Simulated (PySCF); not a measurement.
Nb(S)(F)(NH2)2 (FH4N2NbS), SMILES [NH2][Nb]([NH2])([F])=[S], multiplicity 1.

Geometry: PBE-D3(BJ)/def2-SVP. The multiplicity is an assumed one; no other spin state was optimised. The structure was generated by enumeration; whether it is a known compound was not checked. The def2 effective core potentials stand for the cores of Nb; spin–orbit coupling is left out. One conformer was computed; it need not be the lowest.

Calculation: PySCF with PBE-D3(BJ)/def2-SVP.

Frequencies are harmonic and unscaled.

Computed normal modes with their intensities:
| mode | ν (cm⁻¹) | IR (km/mol) | moving atoms (share of kinetic energy) |
|---|---|---|---|
| 1 | 149 | 3.2 | F 39 %, S 31 %, Nb 15 %, N 9 % |
| 2 | 151 | 4.1 | H 36 %, N 28 %, S 25 %, Nb 11 % |
| 3 | 177 | 4.3 | N 41 %, F 25 %, H 18 %, Nb 11 % |
| 4 | 178 | 0.3 | F 46 %, N 22 %, H 18 %, Nb 13 % |
| 5 | 194 | 3.9 | N 57 %, H 26 %, Nb 10 % |
| 6 | 207 | 12.6 | H 70 %, N 16 %, S 8 % |
| 7 | 363 | 1.1 | H 94 % |
| 8 | 460 | 92.4 | H 79 %, N 21 % |
| 9 | 498 | 182.0 | H 68 %, N 20 %, S 10 % |
| 10 | 509 | 58.8 | H 55 %, S 27 %, N 13 % |
| 11 | 516 | 1.5 | H 82 %, N 18 % |
| 12 | 582 | 24.6 | S 34 %, H 29 %, Nb 14 %, N 14 %, F 9 % |
| 13 | 667 | 119.8 | F 61 %, Nb 17 %, N 14 % |
| 14 | 682 | 113.9 | N 65 %, Nb 21 %, H 13 % |
| 15 | 683 | 87.2 | N 58 %, Nb 18 %, F 12 %, H 11 % |
| 16 | 1443 | 34.6 | H 89 %, N 11 % |
| 17 | 1447 | 20.4 | H 89 %, N 11 % |
| 18 | 3449 | 98.9 | H 96 % |
| 19 | 3452 | 55.1 | H 96 % |
| 20 | 3551 | 32.9 | H 92 %, N 8 % |
| 21 | 3551 | 44.2 | H 92 %, N 8 % |
